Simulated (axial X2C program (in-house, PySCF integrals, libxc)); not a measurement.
**Low determinants of ZrH at the PBE0 level, 2c**

All values were computed with an axial X2C code built on PySCF integrals. Two-component (2c) means X2C with spin–orbit coupling and atomic mean-field two-electron Coulomb and Gaunt terms. Basis: Zr dyall-cv3z [11s12p9d6f3g], H dyall-v3z [6s2p1d] (cores contracted in-house); Gaussian nuclei, density fitting, unrestricted open shells. Masses: Zr 89.905 u, H 1.008 u.

Search at 1.860 Å (vertical energies from the lowest determinant):

```
ΔE (eV)    state  electrons beyond evenly filled partner blocks  electrons in ±ω = 1/2, 3/2, 5/2, 7/2
   0.00  Ω = 3/2                                        ω = 3/2                             28 11 2 0
   0.06  Ω = 3/2                     ω = 1/2, ω = -3/2, ω = 5/2                             27 11 3 0
   0.12  Ω = 9/2                      ω = 1/2, ω = 3/2, ω = 5/2                             27 11 3 0
   0.14  Ω = 1/2                                        ω = 1/2                             27 12 2 0
   0.18  Ω = 5/2                                        ω = 5/2                             28 10 3 0
   0.57  Ω = 1/2                                        ω = 1/2                             29 10 2 0
   0.62  Ω = 1/2                          2 × ω = -1/2, ω = 3/2                             28 11 2 0
```

Lowest determinant, Ω = 3/2 (⟨Sz⟩ = -1.50, ⟨Lz⟩ = 3.00 at PBE0): Re = 1.856 Å, ωe = 1596.6 cm⁻¹.

The determinant in row 2 of the search, Ω = 3/2 (⟨Sz⟩ = 1.50, ⟨Lz⟩ = 0.00 at PBE0), was followed along the bond at PBE0; measured from the minimum of the lowest determinant it gives:

Te = 0.056 eV (451 cm⁻¹), Re = 1.868 Å, ωe = 1607.1 cm⁻¹.

Q: Compare the bond of the determinant in row 2 with that of the lowest one.

A: At PBE0 its Re is 0.012 Å longer and its force constant, which goes as ωe², is 1.01 times that of the lowest determinant. T0 ≈ Te + Δωe/2 = 451 + (5) = 456 cm⁻¹.

The search compares states at one distance, so a state with another bond length can lie lower; it is not exhaustive and yields mostly the lowest determinant of each block pattern, so other components and higher states of one pattern are missing. These are energies of single determinants, not of spin-adapted states; PBE0 term energies can be off by some tenths of an eV, and the functional has no current term. The lowest determinant need not be the ground state where others lie within half an eV.
